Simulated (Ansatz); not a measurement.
Ansatz (a program for electronic structure) input (B3LYP/LANL2DZ): The .json file is the Basis Set Exchange's LANL2DZ.

Ansatz 0.2 input:
```yaml
crystal:
  periodic: [false, false, false]
  atoms:
    - {symbol: Si, position_ang: [-2.01068300, 0.22388300, 0.02312100]}
    - {symbol: C, position_ang: [-0.19429600, 0.04512000, -0.01620100]}
    - {symbol: C, position_ang: [0.69453300, 0.93056300, -0.79913200]}
    - {symbol: C, position_ang: [1.90498400, 0.40121400, -0.50333500]}
    - {symbol: O, position_ang: [1.87057800, -0.72550400, 0.38448200]}
    - {symbol: C, position_ang: [0.55685000, -0.88888900, 0.64265800]}
    - {symbol: H, position_ang: [-2.66457000, -0.80755600, 0.89741500]}
    - {symbol: H, position_ang: [-2.48406700, 1.53909100, 0.54848600]}
    - {symbol: H, position_ang: [-2.66787600, 0.08024200, -1.31004800]}
    - {symbol: H, position_ang: [2.92222100, 0.63394300, -0.78661900]}
    - {symbol: H, position_ang: [0.30682000, -1.70409700, 1.30728000]}
basis:
  gaussian:
    orbitals: LANL2DZ.json
hamiltonian:
  xc: {name: B3LYP}
total_charge: -1
output: {forces: true}
```

Output:

```
Functional definition: B3LYP
integrals: 0.03 GiB planned
859 factors; integrals over basis functions are off by at most 5.2e-4 eV
mean field: 0.24 GiB planned
mean field evaluation 1: about -6372.5881 eV, gradient 4.5e1 eV
mean field evaluation 2: about -6351.2104 eV, gradient 9.5e1 eV
mean field evaluation 4: about -6378.3777 eV, gradient 7.5e0 eV
mean field evaluation 8: about -6378.7259 eV, gradient 7.7e-1 eV
mean field evaluation 16: about -6378.7278 eV, gradient 1.3e-4 eV
mean field -6378.72784778 eV, -234.4139247489 hartree, gradient 2.3e-5 eV, S^2 0.000000; 0 other end points of the search recorded, 0 dependent functions left out
the calculation of the forces begins
reference -6378.72811058 eV, -234.4139344066 hartree; 21, 21 occupied and 42, 42 virtual orbitals, 859 factors
Total energy: -6378.72811058 eV, -234.4139344066 hartree
Atom 0 at    -2.010683     0.223883     0.023121 Å, force    -0.339636     0.041778     0.000797 eV/Å
Atom 1 at    -0.194296     0.045120    -0.016201 Å, force    -0.596811     0.257387    -0.143011 eV/Å
Atom 2 at     0.694533     0.930563    -0.799132 Å, force    -0.908027     0.940105    -0.648128 eV/Å
Atom 3 at     1.904984     0.401214    -0.503335 Å, force     1.723652     0.521941    -0.580165 eV/Å
Atom 4 at     1.870578    -0.725504     0.384482 Å, force     1.366475    -0.621766     0.352909 eV/Å
Atom 5 at     0.556850    -0.888889     0.642658 Å, force    -1.105811    -1.136070     1.001119 eV/Å
Atom 6 at    -2.664570    -0.807556     0.897415 Å, force    -0.073337    -0.036366     0.035799 eV/Å
Atom 7 at    -2.484067     1.539091     0.548486 Å, force    -0.048550     0.049170     0.027262 eV/Å
Atom 8 at    -2.667876     0.080242    -1.310048 Å, force    -0.055977    -0.009782    -0.047841 eV/Å
Atom 9 at     2.922221     0.633943    -0.786619 Å, force     0.086369     0.051960    -0.049327 eV/Å
Atom 10 at     0.306820    -1.704097     1.307280 Å, force    -0.048348    -0.058356     0.050588 eV/Å
Dipole moment:    -0.428318    -0.640332     0.544987 e Å
```

The dipole moment of an ion depends on the origin.

The geometry given is a B3LYP-D3(BJ)/def2-TZVP minimum.
